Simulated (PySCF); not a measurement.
C₆H₆O₂S.
SMILES: `COC(=O)c1cccs1`

Torsions of this conformer, `[CH3:1][O:2][C:3](=[O:4])[c:5]1[cH:6][cH:7][cH:8][s:9]1`: C1–O2–C3–O4 0°, O2–C3–C5–C6 180°.

The closed-shell ground state was solved at several levels (PySCF, density fitting, gas phase, non-relativistic). Geometry: PBE0-D3(BJ)/def2-TZVP, one conformer, isolated molecule.

```tsv
level	basis functions	total energy (Eh)	HOMO (eV)	LUMO (eV)	gap (eV)	dipole (D)
wB97X-D/pcSseg-2	415	-780.9218	-9.00	0.17	9.17	1.77
PBE0/pcSseg-2	415	-780.4864	-7.25	-1.54	5.71	1.80
B97-2/pcSseg-2	415	-780.9474	-7.00	-1.58	5.42	1.79
```

Task: Estimate the row for KT3/pcSseg-2, a basis of 415 functions; the other rows only guide the guess.

Result: Total energy -789.6901 Eh, HOMO -6.21 eV, LUMO -2.31 eV, gap 3.90 eV, dipole 1.75 D.

Task: Over all these levels, which gives the widest orbital gap and which the narrowest?

Result: wB97X-D/pcSseg-2 (range-separated hybrid) has the widest, 9.17 eV, and KT3/pcSseg-2 (GGA) the narrowest, 3.90 eV. From the narrowest to the widest the HOMO moves by -2.79 eV and the LUMO by +2.48 eV.

Task: In the pcSseg-2 basis, how does the gap go with the fixed share of exact exchange?

Result: KT3 (0 %) 3.90 eV; B97-2 (21 %) 5.42 eV; PBE0 (25 %) 5.71 eV. Each rise in the share widens the gap here.

Task: How far do the dipole and the HOMO energy spread over the levels?

Result: The dipole runs from 1.75 to 1.80 D (mean 1.78 D) and the HOMO from -9.00 to -6.21 eV.

wB97X-D is run here without its empirical dispersion term; that term would change no orbital, density or response property at a fixed geometry.
